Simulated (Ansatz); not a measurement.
Relative stability

The two ends of one reaction step of SiH5BrO2, closed shell (PBE0-D4/def2-TZVP).

A:

| atom | x (Å) | y (Å) | z (Å) |
| --- | --- | --- | --- |
| Si1 | -0.6510 | 0.2479 | 0.7478 |
| Br2 | 1.0360 | -1.3332 | -2.3291 |
| H3 | -1.4634 | -0.9864 | 0.6957 |
| H4 | -0.9232 | 1.0838 | 1.9368 |
| O5 | -0.9099 | 1.2234 | -0.5366 |
| H6 | 1.1998 | -1.0538 | -0.9207 |
| O7 | 0.9095 | -0.3254 | 0.7973 |
| H8 | -0.7961 | 0.8382 | -1.4102 |
| H9 | 1.5982 | 0.3056 | 1.0189 |

B:

```json
{"atom": "Si1", "x (Å)": "-1.1211", "y (Å)": "-0.7155", "z (Å)": "0.3111"}
{"atom": "Br2", "x (Å)": "-1.3780", "y (Å)": "-2.1694", "z (Å)": "-1.3386"}
{"atom": "H3", "x (Å)": "-2.4605", "y (Å)": "-0.5222", "z (Å)": "0.9094"}
{"atom": "H4", "x (Å)": "-0.1282", "y (Å)": "-1.2297", "z (Å)": "1.2700"}
{"atom": "O5", "x (Å)": "-0.5093", "y (Å)": "0.7065", "z (Å)": "-0.2466"}
{"atom": "H6", "x (Å)": "2.6817", "y (Å)": "1.2102", "z (Å)": "0.5584"}
{"atom": "O7", "x (Å)": "2.4322", "y (Å)": "0.7271", "z (Å)": "-0.2315"}
{"atom": "H8", "x (Å)": "-0.9917", "y (Å)": "1.1655", "z (Å)": "-0.9376"}
{"atom": "H9", "x (Å)": "1.4748", "y (Å)": "0.8275", "z (Å)": "-0.2950"}
```

Program: Ansatz 0.2.0. Basis: def2-TZVPP. Cores are frozen in the correlated methods. Filled d shells of the heavier atoms are correlated. The def2 sets are not built for correlating such inner shells, so the correlated values are less sure here. B3LYP uses VWN-RPA correlation.

Task: Which structure is lower at CCSD(T), and by how much? (An estimate is asked for; the value comes from the calculation.)

Result: Computed: A, by 0.157 eV (electronic energy, against the other). By their contacts, A is a complex of SiH₄O₂ ([OH][SiH2][OH]) + HBr and B is a complex of SiH₃BrO ([OH][SiH2][Br]) + H₂O.

All methods give the same order:

```csv
method,E(B) − E(A) (eV)
SPW92,0.259
PBE-D4,0.107
BLYP-D4,0.189
r2SCAN-D4,0.161
B97M-V,0.189
PBE0-D4,0.087
B3LYP-D4,0.170
r2SCAN0-D4,0.132
BHLYP-D4,0.158
CAM-B3LYP-D4,0.215
wB97X-V,0.142
wB97M-V,0.140
B2PLYP,0.152
PBE-QIDH,0.098
RPA on PBE,0.162
HF,0.085
MP2,0.142
CCSD,0.148
CCSD(T),0.157
```

The T1 diagnostic stays at or below 0.010.

Labels in which every atom is bracketed show which atoms are joined, not bond orders.

For scale, one of the runs: CCSD(T)/def2-TZVPP, 222 basis functions, launched by `ansatz run in.yaml --threads 4 --pin off --events-out ev --progress --plain --max-ram 9574MiB`. Hardware: 4 CPU threads of an Arm Neoverse V2, shared host. Wall time 2.2 min; peak host memory 3.6 GiB.
